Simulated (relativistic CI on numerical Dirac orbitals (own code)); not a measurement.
# Hyperfine structure of Ir³¹⁺, mass number 191

Calculated at this level of theory: Dirac-Coulomb-Breit CI, KLI orbitals optimised for each configuration, a model potential for QED, unscaled Slater integrals (own radial code, finite nucleus).

Configurations in the expansion (outside the closed core [Ar] 3d10): 4s2 4p6 4d10, 4s2 4p6 4d9 4f, 4s2 4p5 4d10 4f, 4s 4p6 4d10 4f, 4s2 4p6 4d9 5s, 4s2 4p6 4d9 5p, 4s2 4p6 4d9 5d, 4s2 4p5 4d10 5s, 4p6 4d10 4f2, 4p6 4d9 4f3, 4p5 4d10 4f3, 4p6 4d9 4f2 5s, 4p6 4d9 4f2 5p, 4p6 4d9 4f2 5d. Double excitations out of closed p, d and f shells are left out; levels of such configurations are missing from the list, as are those of other unlisted configurations, and high levels can miss mixing partners. These lack a partner that the ground configuration has and come out too high: 4s2 4p5 4d10 5s.

Nuclear spin I = 3/2, μ = 0.1502 μN, Q = 0.816 b (tables of Stone and Pyykkö). The electronic factors are computed for point nuclear moments, without core polarisation or the Bohr-Weisskopf and QED corrections.

| Level | E (cm⁻¹) | A (MHz) | B (MHz) |
| --- | --- | --- | --- |
| 4s2 4p6 4d9 4f 3P°_1 | 1672527 | 445.5 | 2690 |
| 4s2 4p6 4d9 4f 3H°_5 | 1712635 | 824.4 | -14000 |
| 4s2 4p6 4d9 4f 3H°_6 | 1736387 | 630.1 | -13600 |
| 4s2 4p6 4d9 4f 3F°_3 | 1739289 | 771.7 | 993 |
| 4s2 4p6 4d9 4f 3F°_4 | 1777888 | 573.8 | 6140 |
| 4s2 4p6 4d9 4f 3G°_5 | 1793303 | 615.1 | -3960 |
| 4s2 4p6 4d9 4f 3D°_1 | 1813623 | -504.8 | 1520 |
| 4s2 4p6 4d9 4f 3H°_4 | 1870989 | 1346 | -7750 |

Levels with J = 0, under 50 % of one LS term, or S terms without an open s electron are left out. Small factors come from cancelling terms and can be off by tens of per cent or more.

At this charge energies of transitions that change n are usually good to better than 1 %, and those within a shell (Δn = 0) to a few per cent.

Q: Give the hyperfine levels of 4s2 4p6 4d9 4f 3H°_5 relative to its centre of gravity.

A: With K = F(F + 1) − I(I + 1) − J(J + 1), E = AK/2 + B[¾K(K + 1) − I(I + 1)J(J + 1)]/[2I(2I − 1)J(2J − 1)]: F = 7/2: -13470, F = 9/2: -685.1, F = 11/2: 6409, F = 13/2: 2693 MHz.

LS names give the leading component of a level, which can be under half, so a name can repeat, a term be missing and a line seem to break the LS rules.
